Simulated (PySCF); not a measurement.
CH₃Li. Atoms are numbered in the order given.

```xyz
5

Li     0.0000     0.0000    -1.5818
C      0.0000     0.0000     0.3870
H      0.8782     0.5071     0.8078
H      0.0000    -1.0141     0.8078
H     -0.8782     0.5071     0.8078
```
Charge 0, spin multiplicity 1.

Coordinates come from a B3LYP-D3(BJ)/def2-TZVPD optimisation. The isomer is the one that the SMILES or the coordinates give; other isomers of the formula were not compared.

All values below come from M06-2X/def2-TZVPD (PySCF).

Isolated molecule, no solvent.

| Property | Value |
|---|---|
| total energy | -47.38633 hartree |
| point group | C3v |
| highest occupied level | -6.16 eV |
| lowest empty level | -1.02 eV |
| orbital gap | 5.14 eV |
| dipole moment | 1.175 e·Å |
| quadrupole, principal values (traceless, Buckingham form, about the centre of nuclear charge) | -5.05, -5.05, 10.10 D·Å |
| mean static polarisability | 35.3 bohr³ (5.23 Å³) |
| polarisability, principal values | 31.5, 31.5, 42.8 bohr³ |
